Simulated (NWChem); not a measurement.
# C2HBrClF; SMILES F/C(Br)=C\Cl

Program: NWChem. The geometry was optimised at PBE-D3(BJ)/def2-SVP. Level: M06-2X/def2-SVP with SMD (1 M gas to 1 M solution), gas-phase geometry.

**Question.** Among these, which solvent gives the lowest value of “dipole in solution (D)”?
A. water
B. dichloromethane
C. anisole
D. toluene

**Answer.** D, toluene. Values: toluene 1.62; anisole 1.69; dichloromethane 1.75; water 1.80
